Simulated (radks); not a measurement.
Species: Ge. Configuration: [Ar] 3d10 4s2 4p2 (the NIST ground configuration).

Calculated with a radial shooting solver on a logarithmic mesh with Libxc functionals: scalar-relativistic Kohn-Sham, PBE, spin-polarised, spherical densities, point nucleus; open shells are filled with parallel spins first.

Energy parts (eV):
part                       energy
total                  -57112.907
kinetic                 58147.489
electron-nucleus      -137652.203
Hartree                 24556.030
exchange-correlation    -2164.223

Orbitals (lengths in bohr, moments of r in powers of bohr; r(90%) holds 90 % of the orbital's charge):
| orbital | occ. | eigenvalue (eV) | r(90%) | <1/r> |
|---|---|---|---|---|
| 1s up | 1 | -10960.97 | 0.0840 | 32.38 |
| 1s down | 1 | -10960.91 | 0.0840 | 32.38 |
| 2s up | 1 | -1371.570 | 0.325 | 7.106 |
| 2s down | 1 | -1371.555 | 0.325 | 7.106 |
| 2p up | 3 | -1198.500 | 0.300 | 6.967 |
| 2p down | 3 | -1198.458 | 0.300 | 6.967 |
| 3s up | 1 | -168.2970 | 0.934 | 2.283 |
| 3s down | 1 | -168.2344 | 0.933 | 2.283 |
| 3p up | 3 | -115.4327 | 0.995 | 2.129 |
| 3p down | 3 | -115.3575 | 0.994 | 2.130 |
| 3d up | 5 | -29.1609 | 1.26 | 1.778 |
| 3d down | 5 | -29.0092 | 1.24 | 1.783 |
| 4s up | 1 | -12.2292 | 3.21 | 0.6162 |
| 4s down | 1 | -10.7590 | 3.20 | 0.6246 |
| 4p up | 2 | -4.4148 | 4.47 | 0.4569 |
| 4p down | 0 | -2.8922 | 4.68 | 0.4491 |

The highest occupied level is 4p up at -4.415 eV. The density falls to 0.001 e/bohr^3 at r = 4.43 bohr. Summed over all electrons, <r^2> = 40.86 bohr^2, which gives a Langevin (diamagnetic) susceptibility term of -32.4 x 10^-6 cm^3/mol.
